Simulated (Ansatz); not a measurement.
`C=C[SiH](N)Cl` + H₂O → `N[SiH](O)Cl` + `C=C`  (formal hydrolysis of the Si–C bond)

Calculated with Ansatz (gas phase, PBE0-D4/def2-TZVP geometries, no zero-point term in ΔE). CCSD(T)/CBS is the MP2 limit (def2-TZVPP, def2-QZVPP) plus CCSD(T) − MP2 in def2-TZVPP, frozen cores. This one scheme is used for every species. One conformer a species, not always the lowest.

```json
{"species": "`C=C[SiH](N)Cl`", "HF/def2-SVP energy (Eh)": "-881.84667"}
{"species": "H₂O", "HF/def2-SVP energy (Eh)": "-75.96088"}
{"species": "`N[SiH](O)Cl`", "HF/def2-SVP energy (Eh)": "-879.87024"}
{"species": "`C=C`", "HF/def2-SVP energy (Eh)": "-77.97798"}
```

Question: Work out ΔE.

Answer: ΔE = (-879.87024) + (-77.97798) − (-881.84667) − (-75.96088) = -0.04067 Eh = -106.8 kJ/mol. CCSD(T)/CBS gives -98.0 kJ/mol.

Largest T1 diagnostic among the species: 0.011.

At CCSD(T), def2-SVP lies +3.7 kJ/mol from the extrapolated value and def2-TZVPP −2.3 kJ/mol. From BLYP to BHLYP (50 % exact exchange), in def2-TZVPP and without D4, ΔE moves by −6.3 kJ/mol.
